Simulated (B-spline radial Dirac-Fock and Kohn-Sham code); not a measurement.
## Diagram lines of Gd³⁶⁺

System: gadolinium as Gd³⁶⁺, configuration [Ar] 3d10.

Model: ΔSCF Dirac-Fock with Breit, self-energy and vacuum polarisation, finite nucleus, configuration average. Program: a radial finite-basis atomic code. A line energy is the difference of two single-hole energies; the list is a selection of electric-dipole transitions between resolved j subshells. Correlation and solid-state effects are left out.

```
 line  energy (eV)  wavelength (Å)
 K-M3      48827.9         0.25392
 K-M2      48677.1         0.25471
 K-L3      43034.2         0.28811
 K-L2      42342.6         0.29281
L1-M3       6927.0          1.7899
L2-M4       6798.7          1.8237
L1-M2       6776.2          1.8297
L2-M1       6146.3          2.0172
L3-M5       6139.6          2.0194
L3-M4       6107.1          2.0302
L3-M1       5454.7          2.2730
```

Values without a named source are computed, but for edge energies of neutral atoms, which are taken from tables.
